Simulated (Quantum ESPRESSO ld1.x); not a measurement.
These are the eigenvalues of the occupied orbitals of an atom or ion with whole-number occupations (hartree). Calculated with ld1.x of Quantum ESPRESSO 7.5: Dirac Kohn-Sham, PBEsol, spin-unpolarised, spherical densities, point nucleus.

| orbital | eigenvalue |
|---|---|
| 1s1/2 | -162.000 |
| 2s1/2 | -18.0702 |
| 2p1/2 | -15.0311 |
| 2p3/2 | -14.8610 |
| 3s1/2 | -2.63342 |
| 3p1/2 | -1.85105 |
| 3p3/2 | -1.83131 |
| 4s1/2 | -0.50399 |
| 5s1/2 | -0.18023 |

Which element is it, and in what charge state? The configuration may be excited. Open shells, if any, are shared by 2j + 1.

Answer. Z = 21, scandium, charge +1: Sc+ in [Ar] 4s1 5s1. The list shows which subshells hold electrons but not how many an open one holds; the 1s level, -162 hartree, gives Z - s = 18.0 by -(Z - s)^2/2, which with screening and relativity narrows Z to a few neighbours, and the depths of the outer levels then fix element, charge and occupations together.
